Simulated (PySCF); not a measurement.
# Dipole response of Mo⁺ (molybdenum, charge +1)

[Kr] 4d5, high-spin 6S determinant. Calculation: PySCF 2.14, in aug-cc-pwCVTZ-PP with ECP28MDF (8s8p7d4f3g, 122 functions); a scalar-relativistic core potential. Coupled (time-dependent) response in atomic units; α is the mean over directions.

```json
{"method": "wB97X-V", "mean α (bohr³)": "20.70", "C₆ (like pair)": "133.6", "S(−4)": "264.6"}
```

S(−4) is the Cauchy moment in α(ω) = α(0) + S(−4) ω² + …

α(iu) at wB97X-V:

```tsv
u (hartree)	α(iu) (bohr³)
0	20.70
0.0500	20.07
0.100	18.52
0.200	14.92
0.300	12.13
0.500	8.609
0.750	6.101
1.00	4.578
1.50	2.857
2.00	1.939
3.00	1.043
5.00	0.4322
```

A single London oscillator, α(iu) = α/(1 + u²/ω²), gives C₆ = (3/4) ω α². Matching the computed C₆ needs ω = 4 × 133.6 / (3 × 20.70²) = 0.416 hartree.

For an ion, C₆ is the dispersion term alone; charge-induced terms of lower order in 1/R come first.

Energies and moments cover only the electrons outside the core potential.
